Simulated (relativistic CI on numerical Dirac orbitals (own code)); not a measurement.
Method of calculation: Dirac-Coulomb-Breit CI, KLI orbitals optimised for each configuration, QED by a radiative potential, unscaled Slater integrals (own radial code, finite nucleus).

The strongest absorption lines from the ground level of an ion, among the configurations computed and to levels below about 249 eV (vacuum wavelength in nm, gf): 5.1320 (0.00033), 11.075 (0.0067), 12.368 (0.0077), 13.058 (0.69), 13.688 (0.048), 15.032 (0.15), 18.030 (0.037), 21.071 (0.088).

(1) Which ion is it?
A. As²¹⁺
B. Rb²³⁺
C. As¹⁹⁺
D. Cu¹⁵⁺

Results:

(1) C. As¹⁹⁺ has 14 electrons and the ground level 3s2 3p2 3P_0; the strongest line goes to 3s2 3p 3d 3D°_1. The pattern of lines fixes the number of electrons, and along that sequence the line energies rise steadily with the charge (about as its square where n changes within one kind of shell, about linearly where n is kept but much faster in heavy ions where fine structure, which grows about as Z⁴, sets the gap, and irregularly where shells cross), which fixes Z. Configurations outside the model, such as inner-shell arrays, can give stronger lines. At this charge energies of transitions that change n are usually good to better than 1 %, and those within a shell (Δn = 0) to a few per cent.

LS names give the leading component of a level, which can be under half, so a name can repeat, a term be missing and a line seem to break the LS rules.
